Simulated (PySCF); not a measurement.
Compound: C6H3N2 (doublet state).
Cartesian coordinates in Å at the GFN2-xTB level; atoms count from 1:
```xyz
11
C6H3N2 angstrom
C      1.7313   -0.0954    0.9589
C      0.5265   -0.1560    0.4011
C     -0.3548   -0.7107   -0.5041
C     -0.6782   -1.5744   -1.4905
N     -0.9593   -2.3248   -2.3271
C     -0.8620    0.4134    0.3585
C     -1.0748    1.6893   -0.2399
N     -1.2278    2.7169   -0.7182
H      1.9558    0.6272    1.7246
H      2.5150   -0.7683    0.6545
H     -1.5664    0.1854    1.1561
```

As a line formula: `C=C1[C](C#N)[C@@H]1C#N` [radical].

The calculation used PySCF, UKS B3LYP, pcH-1 on C H N, non-relativistic, mean-field spin-orbit, GIAO. Isolated species at its GFN2-xTB geometry, gas phase. Couplings are sensitive to structure, and on GFN2-xTB geometries they can be far from those on DFT ones. No stability test was run, so a lower SCF solution isn't excluded. ⟨S²⟩ is 0.781 where a pure state has 0.75.

Principal values of hyperfine tensors in MHz (contact and dipolar terms together), for some of the nuclei:

```
atom  isotope      A1      A2      A3
  C3      13C   11.36   16.49  168.08
  C4      13C  -65.75  -49.48  -30.20
  C2      13C  -74.87  -40.40  -28.79
  C1      13C    1.44    2.29  115.66
 H11       1H   31.33   31.94   38.37
  H9       1H  -50.81  -33.80  -13.76
 H10       1H  -47.43  -32.48  -13.05
  C6      13C  -14.41  -11.57   -9.70
```

**Question.** Give the isotropic coupling of each nucleus in MHz and in mT (g = 2.0030), and the anisotropic part.

**Answer.** a_iso = (A1 + A2 + A3)/3, Ti = Ai − a_iso; 1 mT corresponds to 28.034 MHz.

```
atom  a_iso (MHz)  a_iso (mT)      T1      T2      T3
  C3        65.31       2.330  -53.95  -48.82  102.77
  C4       -48.48      -1.729  -17.27   -1.01   18.28
  C2       -48.02      -1.713  -26.85    7.62   19.23
  C1        39.80       1.420  -38.36  -37.50   75.86
 H11        33.88       1.209   -2.55   -1.94    4.49
  H9       -32.79      -1.170  -18.02   -1.01   19.03
 H10       -30.98      -1.105  -16.44   -1.50   17.94
  C6       -11.89      -0.424   -2.51    0.32    2.19
```

**Question.** What spin density at the nucleus of H9 lies behind its contact coupling (g_N = 5.58569)?

**Answer.** a_FC = (2μ0/3) gₑ μB g_N μN ρ(0)/(2S·h) = 800.24 MHz × g_N × ρ(0)/(2S), with ρ in bohr⁻³. With a_FC = -32.79 MHz and 2S = 1, ρ(0) = -0.007336 bohr⁻³. In magnitude that is 2.3 % of the 1/π = 0.318 of a free hydrogen atom.

**Question.** C7 (13C, g_N = 1.40482) isn't in the table. Its spin density at the nucleus is 0.01717 bohr⁻³. What is its contact coupling?

**Answer.** By the same relation, a_FC = 19.31 MHz. Its full tensor has the principal values 18.08, 18.34, 21.50 MHz.

**Question.** Which nucleus of the table has the largest anisotropic coupling, and what is its form?

**Answer.** C3: -53.9, -48.8, 102.8 MHz, nearly axial, close to the ratio −1:−1:+2, the form that spin in one p orbital centred on that nucleus gives.

**Question.** In a single crystal, with the field along each principal axis of the tensor of C2 in turn, what first-order splitting does this nucleus give (isotropic g, quadrupole terms neglected)?

**Answer.** 2 lines (I = 1/2), spaced by |A_i|/(g × 13.996): 2.67, 1.44, 1.03 mT along the axes of A1, A2 and A3.

Hardware: one thread of an Arm Neoverse V1, shared host with 32 logical CPUs at a one-minute load of 9.0. Cost: 45 s of wall time (with the writing of density and orbital grids), 0.90 GiB resident at most.
